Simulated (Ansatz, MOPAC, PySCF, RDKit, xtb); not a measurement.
Dimer: CH2O (SMILES C=O) (first 4 atoms) with H2Se (SMILES [SeH2]); geometry from B3LYP-D3(BJ)/def2-TZVP, rigid monomers moved along the line of their centres of mass till O2···Se5 is 4.51 Å.
(charge 0, multiplicity 1):
```xyz
7

C      0.35370     0.06698    -0.32922
O      1.08377    -0.66807     0.27787
H      0.20414    -0.03382    -1.42102
H     -0.20388     0.87851     0.17370
Se     0.90244     1.06179     4.44117
H      0.46214    -0.33780     4.42192
H      0.25609     1.29724     5.74303
```

Interaction energies are E(AB) − E(A) − E(B) at the monomers' geometry in the complex; basis-set methods are counterpoise corrected. Rows marked so take none. RDKit's UFF carries no charges.

Correlated levels freeze the cores. Filled d and f shells under p-block atoms count as core. CBS: X⁻³ extrapolation of the correlation energy, Hartree–Fock from the larger set. Rows in 6-31G* carry no dispersion term and start afresh at each structure (6-31G* with six Cartesian d functions); the Pople sets are all-electron and without relativity. MP2/6-31G* freezes PySCF's default core, which leaves 3d correlated. The state that PM3 reach isn't checked.

Run with Ansatz (Gaussian basis) for Hartree–Fock, density functionals and correlated methods; MOPAC for PM3 (differences of heats of formation); PySCF for 6-31G* rows, the dispersion terms; RDKit for the force fields; xtb for the GFN methods. Each number belongs to the level named beside it.

```json
[
 {"level": "UFF", "interaction energy (kJ/mol)": "-1.2"},
 {"level": "PM3", "interaction energy (kJ/mol)": "-1.0"},
 {"level": "GFN1-xTB", "interaction energy (kJ/mol)": "-1.2"},
 {"level": "B3LYP/6-31G* (no counterpoise)", "interaction energy (kJ/mol)": "-2.5"},
 {"level": "PBE0-D3(BJ)/def2-TZVPPD", "interaction energy (kJ/mol)": "(withheld)"},
 {"level": "wB97M-V/def2-TZVPPD", "interaction energy (kJ/mol)": "-3.2"},
 {"level": "MP2/6-31G*", "interaction energy (kJ/mol)": "-2.5"},
 {"level": "MP2/aug-cc-pVDZ", "interaction energy (kJ/mol)": "-3.2"},
 {"level": "MP2/CBS(aug-cc-pVDZ, aug-cc-pVTZ) + ΔCCSD(T)/aug-cc-pVDZ", "interaction energy (kJ/mol)": "-3.2"}
]
```

Task: What belongs in the gaps?

Result: 
- PBE0-D3(BJ)/def2-TZVPPD, interaction energy (kJ/mol): -3.7

Ansatz is an electronic-structure program.
